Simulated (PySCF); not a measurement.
**Dipole response of Ru (ruthenium, neutral)**

[Kr] 4d7 5s1, high-spin 5F determinant. Calculation: PySCF 2.14, in aug-cc-pVDZ-PP with ECP28MDF (5s5p4d2f, 54 functions); scalar relativity through the core potential. Coupled (time-dependent) response in atomic units; α is the mean over directions. A double-zeta set is small for polarisabilities.

| method | mean α (bohr³) | α xx, yy, zz | C₆ (like pair) | S(−4) |
| --- | --- | --- | --- | --- |
| UHF | 92.67 | 92.67, 92.67, 92.67 | 864.1 | 7452 |
| PBE | 56.80 | 56.80, 56.80, 56.80 | 501.3 | 2056 |
| PBE0 | 61.33 | 61.33, 61.33, 61.34 | 544.6 | 2551 |
| B97-3 | 62.00 | 62.00, 62.00, 62.00 | 549.2 | 2623 |
| BP86 | 55.74 | 55.77, 55.77, 55.67 | 491.5 | 1944 |

S(−4) is the Cauchy moment in α(ω) = α(0) + S(−4) ω² + …

Reference α: 72 ± 10 bohr³ (recommended; Schwerdtfeger and Nagle, table of static dipole polarizabilities (2023 update)). Published C₆: 809.0 (Gould and Bucko (2016)).

Spin-orbit coupling is absent.

Hartree-Fock lies above the reference because it lacks correlation, which contracts the outer shell.

α(iu) at UHF:

```csv
u (hartree),α(iu) (bohr³)
0,92.67
0.0500,77.65
0.100,54.39
0.200,28.86
0.300,18.73
0.500,11.02
0.750,7.369
1.00,5.467
1.50,3.398
2.00,2.307
3.00,1.248
5.00,0.5216
```

A single London oscillator, α(iu) = α/(1 + u²/ω²), gives C₆ = (3/4) ω α². Matching the computed C₆ needs ω = 4 × 864.1 / (3 × 92.67²) = 0.134 hartree.

The components differ because the open shell of this determinant is not spherical; for a pure term their mean is the scalar polarisability.

Energies and moments cover only the electrons outside the core potential.
